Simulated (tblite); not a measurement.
Compound: C8H12OSi.
Atom-mapped SMILES: `[SiH3:1][c:2]1[cH:3][c:4]([CH:5]2[CH2:6][CH2:7][CH2:8]2)[cH:9][o:10]1` (hydrogens: H11, H12, H13 on Si1; H14 on C3; H15 on C5; H16, H17 on C6; H18, H19 on C7; H20, H21 on C8; H22 on C9)

Structure optimised with GFN2-xTB, isolated species.

Task: What internal coordinates does the optimisation give?

Result: 
| bond | length (Å) | order |
| --- | --- | --- |
| Si1–C2 | 1.871 | single |
| C2–C3 | 1.368 | aromatic |
| C3–C4 | 1.419 | aromatic |
| C4–C5 | 1.484 | single |
| C5–C6, C5–C8 | 1.545 | single |
| C6–C7, C7–C8 | 1.535 | single |
| C4–C9 | 1.366 | aromatic |
| C9–O10 | 1.341 | aromatic |
| C2–O10 | 1.357 | aromatic |
| Si1–H11, Si1–H12, Si1–H13 | 1.464 | single |
| C3–H14 | 1.072 | single |
| C5–H15 | 1.092 | single |
| C6–H16, C8–H20 | 1.088 | single |
| C6–H17, C8–H21 | 1.088 | single |
| C7–H18 | 1.088 | single |
| C7–H19 | 1.088 | single |
| C9–H22 | 1.073 | single |

Bonds in one row agree within 0.01 Å and their mean is given. Orders are formal, as drawn. A selection of angles:
| angle | degrees |
| --- | --- |
| Si1–C2–C3 | 133.4 |
| Si1–C2–O10 | 117.5 |
| C3–C2–O10 | 109.1 |
| C2–C3–C4 | 107.3 |
| C3–C4–C5 | 127.4 |
| C3–C4–C9 | 104.9 |
| C5–C4–C9 | 127.7 |
| C4–C5–C6 | 116.5 |
| C4–C5–C8 | 116.5 |
| C6–C5–C8 | 89.0 |
| C5–C6–C7 | 89.9 |
| C6–C7–C8 | 89.7 |
| C4–C9–O10 | 111.2 |
| C2–O10–C9 | 107.6 |

Torsions: C3–C4–C5–C6 51° (synclinal); C4–C5–C6–C7 -129° (anticlinal); C5–C6–C7–C8 9° (synperiplanar); C6–C7–C8–C5 -9° (synperiplanar); C4–C5–C8–C7 129° (anticlinal).

Of the pairs four or more bonds apart, C3···H20 is among the closest relative to their van der Waals radii: 2.85 Å, 98 % of the sum of Bondi's values. The C–C distances run from 1.366 Å (C4–C9, aromatic) to 1.545 Å (C5–C6, drawn single), a spread of 0.179 Å. O10 (furan-type oxygen) is bent (angle 107.6°). Si1 (SiH3 silicon) is tetrahedral (angles from 107.3° to 110.6°). The 4-membered ring C5–C6–C7–C8 has internal angles of 89.0° to 89.9°; it is slightly puckered (a soft mode that the optimisation may not have finished), 0.06 Å rms from its mean plane, widest ring torsion 9°. The 5-membered ring C2–C3–C4–C9–O10 has internal angles of 104.9° to 111.2°; it is planar, 0.00 Å rms from its mean plane, widest ring torsion 0°.

Point group: Cs (every atom within 0.08 Å of its image). Its GFN2-xTB frequencies are all real (lowest 36 cm⁻¹). One conformer, not necessarily the lowest. 2 starts were optimised and ended at 0.00 and 0.08 kcal/mol (GFN2-xTB); the lowest of these is shown.

Time: 1.0 s wall. Hardware: an Arm Neoverse N1 with one thread, on a shared host. These figures are those of the optimisation.

These are computed values.
